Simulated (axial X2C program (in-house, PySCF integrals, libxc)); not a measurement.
**TeCN: properties at the nuclei**

Computed with an axial X2C code built on PySCF integrals: two-component X2C with atomic mean-field Coulomb and Gaunt terms, Gaussian nuclei, basis Te dyall-v3z, C dyall-v3z, N dyall-av3z with contracted cores.

Te–C–N held linear, with bonds 2.022 and 1.159 Å (near the PBE0 minimum at charge 0 of the determinant lowest at the starting distance; the state shown can have its own minimum elsewhere, held linear; other orders of the atoms were not compared).

Input and command:
```json
{"zs": [52, 6, 7], "q": 0, "bas": ["dyall-v3z", "dyall-v3z", "dyall-av3z"], "r0": [2.06, 1.16], "symm": 0, "scan": ["PBE0", "HF", "TPSSh"], "levels": ["PBE0", "HF", "BHandHLYP"], "nst": 2}
```
```bash
python solin.py task.json out
```

Keys: zs atomic numbers; q charge; bas basis sets; r0 starting distance in Å; symm equal bonds; scan levels of the two-bond scan; levels methods; nst determinants followed.

Determinant lowest in the PBE0 search, Ω = 3/2 (⟨Sz⟩ = 0.50, ⟨Lz⟩ = 1.00 at PBE0), spin on the atoms Te 0.48, C -0.06, N 0.08:

```json
{"level": "PBE0", "Eeff magnitude (GV/cm)": "1.44", "Ws magnitude Te (kHz)": "0.552", "A∥/gI Te (MHz)": "560", "qzz Te (a.u.)": "7.14", "A∥/gI C (MHz)": "-5.93", "qzz C (a.u.)": "-0.33", "A∥/gI N (MHz)": "19.1", "qzz N (a.u.)": "-1.03", "μ (D)": "-3.87"}
{"level": "HF", "Eeff magnitude (GV/cm)": "3.48", "Ws magnitude Te (kHz)": "1.34", "A∥/gI Te (MHz)": "601", "qzz Te (a.u.)": "7.89", "A∥/gI C (MHz)": "-30.3", "qzz C (a.u.)": "-0.43", "A∥/gI N (MHz)": "24.9", "qzz N (a.u.)": "-1.19", "μ (D)": "-3.97"}
{"level": "BHandHLYP", "Eeff magnitude (GV/cm)": "1.71", "Ws magnitude Te (kHz)": "0.656", "A∥/gI Te (MHz)": "604", "qzz Te (a.u.)": "7.71", "A∥/gI C (MHz)": "-8.51", "qzz C (a.u.)": "-0.39", "A∥/gI N (MHz)": "20.6", "qzz N (a.u.)": "-1.13", "μ (D)": "-4.03"}
```

Determinant 0.48 eV from it at PBE0 and this distance, Ω = 1/2 (⟨Sz⟩ = -0.49, ⟨Lz⟩ = 0.99 at PBE0), spin on the atoms Te -0.47, C 0.06, N -0.08:

```tsv
level	Eeff magnitude (GV/cm)	Ws magnitude Te (kHz)	A∥/gI Te (MHz)	qzz Te (a.u.)	A∥/gI C (MHz)	qzz C (a.u.)	A∥/gI N (MHz)	qzz N (a.u.)	μ (D)
PBE0	2.11	2.48	3870	6.32	23.7	-0.32	97.5	-1.03	-3.76
HF	1.08	1.32	3720	6.98	71.2	-0.42	76.9	-1.19	-3.88
BHandHLYP	2.29	2.69	3870	6.83	21.5	-0.39	90.3	-1.13	-3.93
```

Eeff is the effective electric field on the electron electric dipole moment in this Ω state and Ws the scalar–pseudoscalar constant of the nucleus named (defined with the proton number Z and per Ω); A∥ (defined per Ω) follows by multiplying with gI = μI/(I μN); qzz is the electric field gradient, eQq0 = 234.96 MHz × Q/barn × qzz; μ is positive if the N end (last atom) is positive. The operators were transformed with the bare-nucleus X2C matrices; with these basis sets, hyperfine constants and field gradients can be off by tens of per cent, and where levels differ in sign neither size nor sign is settled.

Q: With gI(125Te) = -1.7770, gI(14N) = 0.4038, Q(14N) = 0.02044 barn (g factors from the IAEA table of nuclear moments by Stone; Q from Pyykkö, Mol. Phys. 2018), turn the PBE0 values of the first state into constants in MHz.

A: A∥(125Te) = 560 × -1.7770 = -995 MHz; A∥(14N) = 19.1 × 0.4038 = 7.71 MHz; eQq0(14N) = 234.96 × (0.02044) × (-1.03) = -4.95 MHz.

The molecule was held linear; bending was not examined, so a bent shape may lie lower.

Each state is one determinant with collinear spin. Unrestricted Hartree–Fock can overshoot spin polarisation at the nuclei. Where Eeff spreads by more than a factor of two the levels disagree and none is to be relied on. The search compared states at one distance, so a state with another bond length can lie lower. Where a field gradient or hyperfine factor spreads by more than a factor of two over the levels, a constant derived from it is not to be relied on. PBE0 term energies can be off by some tenths of an eV.
